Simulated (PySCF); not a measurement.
# One molecule, several mistakes: BC3H9

These are calculations, not measurements. They come from PySCF 2.14.0, an open-source quantum chemistry program, on an isolated molecule that a program drew, which may never have been made. The molecule is BC3H9 (charge 0, singlet), drawn as the SMILES string `BCCC`.

Each row is a Hartree-Fock (HF) and frozen-core CCSD(T) single point in the cc-pVDZ basis, meant for a local HF minimum. Run 1 is clean. Each other run has one planted mistake out of seven kinds, and not every kind appears here: one electron removed, one electron added, multiplicity raised by two, geometry at a saddle point, minimal basis STO-3G, one bond length entered in bohr, all coordinates scaled. The reference is restricted for singlets and unrestricted otherwise, and also for a bond in bohr. Adding or removing an electron swaps singlet and doublet. Electrons count all cores. HOMO and LUMO are orbital energies over both spins, the gradient is its largest component, and the lowest frequency (negative if imaginary) is given only where the gradient is small. Bond lengths are over the 12 bonds as drawn. T1 is the CCSD diagnostic: over 0.02 (restricted) or 0.045 (unrestricted) a single reference is doubtful.

Geometry of the clean run:
```xyz
13
BC3H9, angstrom
B    -2.2829   -1.8797   -1.4595
C    -1.3842   -1.5306   -0.2158
C    -0.0142   -2.2078   -0.1206
C     0.7908   -1.7942    1.1084
H    -3.3854   -1.4064   -1.5474
H    -1.9033   -2.6027   -2.3438
H    -1.9758   -1.7275    0.6904
H    -1.2693   -0.4348   -0.2162
H    -0.1483   -3.2946   -0.1155
H     0.5627   -1.9834   -1.0238
H     1.7589   -2.3000    1.1388
H     0.2571   -2.0403    2.0309
H     0.9776   -0.7164    1.1132
```

| run | electrons | basis functions | <S^2> | HOMO (eV) | LUMO (eV) | gradient (hartree/bohr) | lowest frequency (cm^-1) | mean bond (Å) | longest bond (Å) | T1 | HF (hartree) | CCSD(T) (hartree) | mistake |
|---|---|---|---|---|---|---|---|---|---|---|---|---|---|
| 1 | 32 | 101 | 0.000 | -12.00 | 2.53 | 2.2e-05 | 54 | 1.2258 | 1.574 | 0.0076 | -143.51896 | -144.11741 | no fault |
| 2 | 31 | 101 | 0.762 | -18.35 | -8.91 | 1.2e-01 | - | 1.2258 | 1.574 | 0.0322 | -143.13317 | -143.71275 | one electron removed |
| 3 | 32 | 101 | 2.012 | -6.38 | -1.72 | 1.2e-01 | - | 1.2258 | 1.574 | 0.0211 | -143.32306 | -143.91701 | multiplicity raised by two |
| 4 | 33 | 101 | 0.761 | 0.68 | 8.80 | 1.9e-02 | - | 1.2258 | 1.574 | 0.0082 | -143.45796 | -144.07719 | ? |

**Which mistake was planted in run 4, and what did it cost?**

It counts 33 electrons, one more than the clean run, at the same geometry and basis. So the mistake is: one electron added. Subtracting run 1 and multiplying by 627.51 kcal/mol a hartree, the energy moved by 38.3 kcal/mol in HF and 25.2 kcal/mol in CCSD(T).

Cautions from the logs. Run 4: the HOMO is above zero, so the electron isn't bound and the energy depends on the basis.
